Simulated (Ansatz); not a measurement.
DyCl3. The state is a sextet with charge 0. Geometry PBE0-D4/def2-SVP; atoms count from 1.

```tsv
atom	x (Å)	y (Å)	z (Å)
Dy1	-0.099	0.031	-0.033
Cl2	0.766	2.102	-0.974
Cl3	-0.028	-2.026	-1.328
Cl4	-0.639	-0.108	2.334
```

In the def2 sets Dy takes a core potential; there is no spin–orbit coupling. With an open 4f shell the SCF may have ended on a state above the lowest.

Q: Estimate the Mulliken populations from the PBE0/def2-TZVP orbitals of Ansatz.

A: 
```tsv
atom	charge (e)	spin (α − β)	d electrons
Dy1	1.38	5.03	11.07
Cl2	-0.46	-0.01	–
Cl3	-0.46	-0.01	–
Cl4	-0.46	-0.01	–
```
Mulliken values depend strongly on the basis.

Q: Where does the spin sit?

A: Summed by element: Dy 5.03, Cl -0.03, of 5 unpaired in all. Largest on single atoms: Dy1 5.03, Cl2 -0.01, Cl3 -0.01.

Q: And the Mayer bond orders between heavy atoms (over 0.3)?

A: Dy1–Cl2 0.95 (2.43 Å); Dy1–Cl3 0.95 (2.43 Å); Dy1–Cl4 0.95 (2.43 Å).
